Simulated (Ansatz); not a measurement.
Relaxation of CH$_{4}$BFO (8 atoms, charge 0, multiplicity 1), to a largest force component of 0.02 eV/Å in at most 40 steps.

Theory: RKS B3LYP/6-31G* (Ansatz).

```xyz
8
Properties=species:S:1:pos:R:3:forces:R:3
B 0.000 0.000 0.000 -1.65 -0.18 0.68
C 0.000 0.000 1.600 0.02 -0.38 -0.51
H -1.000 -0.309 1.970 0.51 0.26 0.05
H 0.768 -0.711 1.970 -0.27 0.45 0.09
H 0.232 1.020 1.970 -0.07 -0.46 0.01
F 1.143 0.000 -0.660 0.24 0.28 -0.42
O -1.221 0.000 -0.705 0.53 -1.73 0.25
H -1.731 -0.847 -0.496 0.69 1.75 -0.14
```

Where does it end, and by what steps?

The forces met the threshold. After 7 steps the energy has fallen by 0.497 eV; O7 moved furthest, 0.40 Å.

| step | energy less start (eV) | largest force component (eV/Å) | accepted |
| --- | --- | --- | --- |
| 0 | 0.0000 | 1.752 | yes |
| 1 | -0.1930 | 2.201 | yes |
| 2 | -0.3135 | 2.438 | yes |
| 3 | -0.4591 | 0.573 | yes |
| 4 | -0.4895 | 0.228 | yes |
| 5 | -0.4961 | 0.209 | yes |
| 6 | -0.4971 | 0.023 | yes |
| 7 | -0.4973 | 0.009 | yes |

```xyz
8
Properties=species:S:1:pos:R:3
B 0.005 -0.064 -0.015
C -0.028 -0.042 1.562
H -0.989 -0.330 2.001
H 0.742 -0.711 1.968
H 0.220 0.962 1.930
F 1.150 0.213 -0.647
O -1.053 -0.340 -0.825
H -1.855 -0.533 -0.323
```

Run time: 18 s on 1 thread of Arm Neoverse V2, with other jobs on the host, peak memory 0.15 GiB.
